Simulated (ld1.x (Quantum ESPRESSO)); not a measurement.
## Configuration tests for Ni (PAW)

| Quantity | Value |
| --- | --- |
| Element | nickel (Ni) |
| Generator | ld1.x (Quantum ESPRESSO) 7.5 |
| Type | PAW |
| Functional | LDA (PZ) |
| Relativity | scalar-relativistic |
| Frozen core | [Ne] |
| Valence charge | 18 |
| Reference configuration | 3s2 3p6 3d8 4s1.75 4p0.25 |
| Partial waves | 3s (bound): rcut 1.05, rcutus 1.40 bohr; 4s (bound): rcut 1.05, rcutus 1.40 bohr; 3p (bound): rcut 1.10, rcutus 1.25 bohr; 4p (bound): rcut 1.10, rcutus 1.25 bohr; 3d (bound): rcut 0.95, rcutus 1.05 bohr; 3d channel at -0.35 Ry: rcut 0.95, rcutus 1.05 bohr |
| Local potential | all-electron potential smoothed inside 1.35 bohr (lloc = -1) |
| Core correction | Bessel-smoothed model core inside 0.60 bohr |
| Augmentation charge | PSQ, inside the norm-conserving radii |

Energies are relative to the spin-unpolarised reference configuration 3s2 3p6 3d8 4s1.75 4p0.25; without spin polarisation the order of configurations can differ from experiment. Spin-polarised rows fill each open shell by Hund’s rule, majority spin first. The frozen-core shift is the all-electron ΔE with the core orbitals held at their reference shape minus the fully relaxed ΔE.

Its overlap operator is not positive definite in a basis up to 400 Ry (lowest eigenvalue s -0.21), so the file is unfit for use: the generalised eigenproblem breaks down once the basis is large enough, and its test numbers describe a broken file.

| valence configuration | charge | ΔE all-electron (eV) | error AE − PS (meV) | frozen-core shift (meV) |
| --- | --- | --- | --- | --- |
| 3s2 3p6 3d8 4s2 4p0 | 0 | -1.139 | +0.2 | -0.1 |
| 3s2 3p6 3d8 4s1 4p0 | +1 | 8.462 | -0.6 | +0.9 |
| 3s2 3p6 3d8 4s0 4p0 | +2 | 26.121 | -2.1 | +2.7 |
| 3s2 3p6 3d8 4s1 4p1 | 0 | 3.541 | -0.3 | +0.4 |
| 3s2 3p6 3d8 4s0 4p2 | 0 | 8.539 | -0.7 | +0.9 |
| 3s2 3p6 3d8 4s1.5 4p0 | +0.5 | 2.704 | -0.2 | +0.3 |
| 3s2 3p6 3d6 4s0 4p0 | +4 | 121.786 | +40 | -4.4 |
| 3s2 3p6 3d8 4s1.75 4p0.25 (spin-polarised) | 0 | -1.003 | -1.0 | +1.4 |
| 3s2 3p6 3d8 4s2 4p0 (spin-polarised) | 0 | -2.051 | -0.8 | +1.4 |

A variational frozen-core shift is positive and of second order in the change. This column holds negative values, so the frozen-core run of ld1.x carries numerical noise or an error of first order here, and the column gives no more than the rough size of the effect.

The ghost test of this file was not conclusive.
